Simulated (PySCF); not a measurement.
C5H7Cl, SMILES C#C[C@@H](C)CCl.

Geometry optimised at B3LYP-D3(BJ)/def2-SVP. The structure was generated by enumeration; whether it is a known compound was not checked. One conformer was computed; it need not be the lowest.

All values below come from PySCF with B3LYP-D3(BJ)/def2-SVP.

Frequencies are harmonic and unscaled.

| mode | ν (cm⁻¹) | IR (km/mol) | moving atoms (share of kinetic energy) |
|---|---|---|---|
| 1 | 102 | 1.5 | C 55 %, H 26 %, Cl 19 % |
| 2 | 144 | 0.1 | C 70 %, H 18 %, Cl 12 % |
| 3 | 211 | 1.7 | C 51 %, H 39 %, Cl 10 % |
| 4 | 244 | 2.3 | H 70 %, C 16 %, Cl 14 % |
| 5 | 291 | 3.6 | C 52 %, H 32 %, Cl 15 % |
| 6 | 378 | 1.2 | C 58 %, H 28 %, Cl 15 % |
| 7 | 495 | 7.6 | C 76 %, H 18 % |
| 8 | 533 | 5.9 | C 78 %, H 21 % |
| 9 | 697 | 36.9 | H 77 %, C 23 % |
| 10 | 708 | 36.8 | H 76 %, C 23 % |
| 11 | 752 | 46.0 | C 74 %, Cl 17 %, H 9 % |
| 12 | 821 | 0.4 | C 68 %, H 32 % |
| 13 | 887 | 1.0 | H 73 %, C 26 % |
| 14 | 941 | 9.1 | C 52 %, H 48 % |
| 15 | 1061 | 2.2 | H 65 %, C 35 % |
| 16 | 1089 | 1.9 | C 54 %, H 46 % |
| 17 | 1131 | 2.2 | H 50 %, C 50 % |
| 18 | 1215 | 5.7 | H 69 %, C 30 % |
| 19 | 1263 | 18.0 | H 85 %, C 15 % |
| 20 | 1337 | 1.4 | H 68 %, C 32 % |
| 21 | 1338 | 3.0 | H 69 %, C 31 % |
| 22 | 1392 | 5.7 | H 79 %, C 21 % |
| 23 | 1456 | 2.6 | H 93 % |
| 24 | 1471 | 10.3 | H 96 % |
| 25 | 1474 | 2.2 | H 94 % |
| 26 | 2225 | 1.8 | C 91 %, H 9 % |
| 27 | 3032 | 4.0 | H 92 % |
| 28 | 3044 | 16.0 | H 97 % |
| 29 | 3088 | 10.8 | H 95 % |
| 30 | 3130 | 15.4 | H 91 %, C 9 % |
| 31 | 3146 | 8.4 | H 90 %, C 10 % |
| 32 | 3160 | 5.3 | H 90 %, C 10 % |
| 33 | 3471 | 74.0 | H 86 %, C 14 % |
